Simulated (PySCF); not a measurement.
## Löwdin shares of the frontier orbitals

Species: n-SiGeSiSiSiH12.
Geometry (PBE0-D3(BJ)/def2-SVP, Å), atoms numbered from 1 in this order:
```xyz
17
GeH12Si4 angstrom
Si     1.7185    1.5390   -1.1277
Ge     0.3706    1.8220    0.8176
Si    -1.7279    0.7486    0.4345
Si    -1.2791   -1.2816   -0.6487
Si     0.2133   -2.5060    0.6822
H      0.9570    1.9837   -2.3352
H      2.9848    2.3275   -1.0343
H      2.0593    0.0920   -1.2847
H      0.1750    3.3180    1.1346
H      1.0706    1.1620    2.0230
H     -2.4461    0.5009    1.7243
H     -2.5810    1.6262   -0.4272
H     -2.5291   -2.0687   -0.8914
H     -0.6407   -0.9799   -1.9699
H      0.6728   -3.7558    0.0027
H     -0.4533   -2.8703    1.9706
H      1.4068   -1.6582    0.9899
```

Computed with TDDFT PBE0/def2-SVPD, vertical, gas phase, core orbitals frozen in the response in PySCF 2.14.0, density-fitted response routines. Relativistic effects, spin–orbit coupling among them, are left out although an element past zinc is present.

Frontier orbitals with the atoms that hold most of them (Löwdin shares over 4%, at most four atoms; ? is withheld):

| orbital | ε (eV) | atoms |
| --- | --- | --- |
| HOMO-3 | -9.12 | Si4 16%, Ge2 16%, Si3 14%, H10 11% |
| HOMO-2 | -8.42 | Si4 18%, Ge2 16%, Si5 15%, Si1 11% |
| HOMO-1 | -7.96 | Si4 19%, Si3 16%, Si5 14%, Ge2 13% |
| HOMO | ? | ? |
| LUMO | -0.42 | ? |
| LUMO+1 | -0.26 | Si3 19%, Si4 16%, Ge2 13%, Si1 10% |
| LUMO+2 | -0.18 | Si3 18%, Si4 14%, Ge2 13%, H12 9% |

(1) Give the leading atoms of the LUMO.

(2) Which atoms hold the HOMO, and with what shares?

(3) What is the HOMO energy, and the HOMO–LUMO gap?

Results:

(1) Si3 (bonded to Ge, Si and 2 H) 20%; Si4 (bonded to 2 Si and 2 H) 15%; Ge2 (bonded to 2 Si and 2 H) 15%; Si5 (bonded to Si and 3 H) 12%. By element: silicon 46% or more, germanium 15%.

(2) Si3 (bonded to Ge, Si and 2 H) 30%; Ge2 (bonded to 2 Si and 2 H) 26%; Si4 (bonded to 2 Si and 2 H) 14%; Si1 (bonded to Ge and 3 H) 9%. By element: silicon 52% or more, germanium 26%.

(3) ε(HOMO) = -7.80 eV; the gap is 7.39 eV (0.2714 hartree).

**Question.** How does S1 compare with the orbital gap of 7.39 eV?

**Answer.** S1 is at 6.30 eV (f = 0.023), 1.09 eV below the gap, made of HOMO→LUMO (61%), HOMO→LUMO+1 (12%), HOMO→LUMO+2 (9%). Without the coupling terms of the response equations the lowest excitation would equal the gap.

Next come S2 at 6.43 eV (f 0.035), HOMO→LUMO+1 (51%), HOMO→LUMO (23%); S3 at 6.49 eV (f 0.036), HOMO-1→LUMO (70%); S4 at 6.60 eV (f 0.026), HOMO-1→LUMO+1 (48%), HOMO→LUMO+2 (30%), HOMO-1→LUMO (9%); S5 at 6.69 eV (f 0.125), HOMO→LUMO+2 (34%), HOMO→LUMO+1 (20%), HOMO→LUMO+3 (13%).

One conformer stands for the species.
